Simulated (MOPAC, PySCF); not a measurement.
CH$_{4}$Si$_{2}$, SMILES `[SiH2]=C=[SiH2]`, neutral singlet in the gas phase. 

Cartesian coordinates (Å):
SMILES: [SiH2]=C=[SiH2]
```xyz
7

Si    -1.6645    -0.1661     0.0755
C     -0.0005     0.0002    -0.0107
Si     1.6643     0.1662    -0.0798
H     -2.3461    -1.1221     0.9706
H     -2.6114     0.6246    -0.7356
H      2.5278    -0.5992    -1.0007
H      2.4300     1.0966     0.7732
```
Charge 0, spin multiplicity 1.

All levels are single points at this geometry (B3LYP-D3(BJ)/def2-TZVP); Pople sets use spherical d functions. Orbital energies aren't observables, and empty levels follow the basis.

B3LYP/LANL2DZ in PySCF gives gap (eV) = 4.99.

Estimate the gap (eV) from each of these levels: PBE-D3(BJ)/def2-TZVP in PySCF; TPSSh-D3(BJ)/def2-TZVP in PySCF; B3LYP/6-311+G** in PySCF; B3LYP/6-31G* in PySCF; BP86/6-31G* in PySCF; M06-2X/6-31G* in PySCF; PBE/6-31G* in PySCF; SVWN5/6-31G* in PySCF; HF/6-31G* in PySCF; HF/STO-3G in PySCF; PM3 in MOPAC; PM7 in MOPAC.


```csv
level,gap (eV)
PBE-D3(BJ)/def2-TZVP in PySCF,3.36
TPSSh-D3(BJ)/def2-TZVP in PySCF,4.21
B3LYP/6-311+G** in PySCF,4.72
B3LYP/6-31G* in PySCF,4.88
BP86/6-31G* in PySCF,3.50
M06-2X/6-31G* in PySCF,7.02
PBE/6-31G* in PySCF,3.49
SVWN5/6-31G* in PySCF,3.46
HF/6-31G* in PySCF,10.42
HF/STO-3G in PySCF,12.80
PM3 in MOPAC,7.84
PM7 in MOPAC,8.44
```
